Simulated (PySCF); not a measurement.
## M06 on Ir (iridium, neutral)

Configuration: [Xe] 4f14 5d7 6s1 6p1, one real determinant (an excited configuration). Computed with PySCF 2.14 in x2c-TZVPPall, with the spin-free X2C one-electron Hamiltonian (Gaussian nucleus).

```json
{
  "Total energy": "-17829.59 hartree",
  "One-electron energy": "-24438.21 hartree",
  "Hartree (Coulomb) energy": "6961.82 hartree",
  "Exchange-correlation energy": "-353.20 hartree",
  "⟨S²⟩": "8.7532",
  "⟨L²⟩": "13.832",
  "Sum of ⟨r⟩": "47.12 bohr",
  "Sum of ⟨r²⟩": "72.76 bohr²",
  "Traceless quadrupole moment −½Σ⟨3z² − r²⟩ along its main axis": "-7.36 e·bohr²",
  "Langevin diamagnetic susceptibility": "-57.6 ×10⁻⁶ cm³/mol",
  "Time after the integrals": "about 22 core-seconds"
}
```

```json
{"shell": "1s α", "electrons": "1", "mean orbital energy (hartree)": "-2794.49732", "spread (hartree)": "0", "rms radius, mean of both spins (bohr)": "0.0197"}
{"shell": "1s β", "electrons": "1", "mean orbital energy (hartree)": "-2794.49609", "spread (hartree)": "0", "rms radius, mean of both spins (bohr)": "0.0197"}
{"shell": "2s α", "electrons": "1", "mean orbital energy (hartree)": "-490.74683", "spread (hartree)": "0", "rms radius, mean of both spins (bohr)": "0.0795"}
{"shell": "2s β", "electrons": "1", "mean orbital energy (hartree)": "-490.73605", "spread (hartree)": "0", "rms radius, mean of both spins (bohr)": "0.0795"}
{"shell": "2p α", "electrons": "3", "mean orbital energy (hartree)": "-427.84020", "spread (hartree)": "0.00113", "rms radius, mean of both spins (bohr)": "0.0727"}
{"shell": "2p β", "electrons": "3", "mean orbital energy (hartree)": "-427.83096", "spread (hartree)": "0.00073", "rms radius, mean of both spins (bohr)": "0.0727"}
{"shell": "3s α", "electrons": "1", "mean orbital energy (hartree)": "-115.65191", "spread (hartree)": "0", "rms radius, mean of both spins (bohr)": "0.203"}
{"shell": "3s β", "electrons": "1", "mean orbital energy (hartree)": "-115.64750", "spread (hartree)": "0", "rms radius, mean of both spins (bohr)": "0.203"}
{"shell": "3p α", "electrons": "3", "mean orbital energy (hartree)": "-97.04871", "spread (hartree)": "0.00244", "rms radius, mean of both spins (bohr)": "0.205"}
{"shell": "3p β", "electrons": "3", "mean orbital energy (hartree)": "-97.04412", "spread (hartree)": "0.00199", "rms radius, mean of both spins (bohr)": "0.205"}
{"shell": "3d α", "electrons": "5", "mean orbital energy (hartree)": "-75.81470", "spread (hartree)": "0.00457", "rms radius, mean of both spins (bohr)": "0.187"}
{"shell": "3d β", "electrons": "5", "mean orbital energy (hartree)": "-75.80640", "spread (hartree)": "0.00566", "rms radius, mean of both spins (bohr)": "0.187"}
{"shell": "4s α", "electrons": "1", "mean orbital energy (hartree)": "-25.13747", "spread (hartree)": "0", "rms radius, mean of both spins (bohr)": "0.449"}
{"shell": "4s β", "electrons": "1", "mean orbital energy (hartree)": "-25.12992", "spread (hartree)": "0", "rms radius, mean of both spins (bohr)": "0.449"}
{"shell": "4p α", "electrons": "3", "mean orbital energy (hartree)": "-18.96724", "spread (hartree)": "0.00450", "rms radius, mean of both spins (bohr)": "0.478"}
{"shell": "4p β", "electrons": "3", "mean orbital energy (hartree)": "-18.96104", "spread (hartree)": "0.00401", "rms radius, mean of both spins (bohr)": "0.478"}
{"shell": "4d α", "electrons": "5", "mean orbital energy (hartree)": "-11.16079", "spread (hartree)": "0.01112", "rms radius, mean of both spins (bohr)": "0.514"}
{"shell": "4d β", "electrons": "5", "mean orbital energy (hartree)": "-11.15161", "spread (hartree)": "0.00532", "rms radius, mean of both spins (bohr)": "0.514"}
{"shell": "5s α", "electrons": "1", "mean orbital energy (hartree)": "-3.84194", "spread (hartree)": "0", "rms radius, mean of both spins (bohr)": "1.04"}
{"shell": "5s β", "electrons": "1", "mean orbital energy (hartree)": "-3.75210", "spread (hartree)": "0", "rms radius, mean of both spins (bohr)": "1.04"}
{"shell": "4f α", "electrons": "7", "mean orbital energy (hartree)": "-2.56917", "spread (hartree)": "0.01357", "rms radius, mean of both spins (bohr)": "0.591"}
{"shell": "4f β", "electrons": "7", "mean orbital energy (hartree)": "-2.55716", "spread (hartree)": "0.00686", "rms radius, mean of both spins (bohr)": "0.591"}
{"shell": "5p α", "electrons": "3", "mean orbital energy (hartree)": "-2.24785", "spread (hartree)": "0.00633", "rms radius, mean of both spins (bohr)": "1.21"}
{"shell": "5p β", "electrons": "3", "mean orbital energy (hartree)": "-2.13296", "spread (hartree)": "0.00992", "rms radius, mean of both spins (bohr)": "1.21"}
{"shell": "5d α", "electrons": "5", "mean orbital energy (hartree)": "-0.41121", "spread (hartree)": "0.02671", "rms radius, mean of both spins (bohr)": "1.84"}
{"shell": "5d β", "electrons": "2", "mean orbital energy (hartree)": "-0.35176", "spread (hartree)": "0.00724", "rms radius, mean of both spins (bohr)": "1.84"}
{"shell": "6s α", "electrons": "1", "mean orbital energy (hartree)": "-0.31159", "spread (hartree)": "0", "rms radius, mean of both spins (bohr)": "3.04"}
{"shell": "6p α", "electrons": "1", "mean orbital energy (hartree)": "-0.10351", "spread (hartree)": "0", "rms radius, mean of both spins (bohr)": "4.35"}
```

⟨L²⟩ = 13.83 against 20 for a pure G term, so this real determinant mixes terms. Spin-orbit coupling, absent here, splits the open shell strongly.

Densities and radii are taken from the X2C orbitals without a picture-change correction, which distorts them close to the nucleus.
